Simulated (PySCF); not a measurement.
## Dipole response of P (phosphorus, neutral)

[Ne] 3s2 3p3, high-spin 4S determinant. Calculation: PySCF 2.14, in aug-cc-pV(Q+d)Z with one added diffuse shell each of s, p, d, f, g type (8s7p6d4f3g, 114 functions); the non-relativistic Hamiltonian (point nucleus). Coupled (time-dependent) response in atomic units; α is the mean over directions.

```
method  mean α (bohr³)  C₆ (like pair)  S(−4)
   UHF           25.45           188.0  197.9
   PBE           27.75           206.6  271.2
  PBE0           26.53           196.2  232.1
```

S(−4) is the Cauchy moment in α(ω) = α(0) + S(−4) ω² + …

Reference α: 25 ± 1 bohr³ (recommended; Schwerdtfeger and Nagle, table of static dipole polarizabilities (2023 update)). Published C₆: 185.0 (Chu and Dalgarno (2004); Tang, Norbeck and Certain (1976)).

α(iu) at UHF:

| u (hartree) | α(iu) (bohr³) |
| --- | --- |
| 0 | 25.45 |
| 0.0500 | 24.97 |
| 0.100 | 23.65 |
| 0.200 | 19.69 |
| 0.300 | 15.61 |
| 0.500 | 9.665 |
| 0.750 | 5.694 |
| 1.00 | 3.677 |
| 1.50 | 1.884 |
| 2.00 | 1.154 |
| 3.00 | 0.5827 |
| 5.00 | 0.2553 |

A single London oscillator, α(iu) = α/(1 + u²/ω²), gives C₆ = (3/4) ω α². Matching the computed C₆ needs ω = 4 × 188.0 / (3 × 25.45²) = 0.387 hartree.
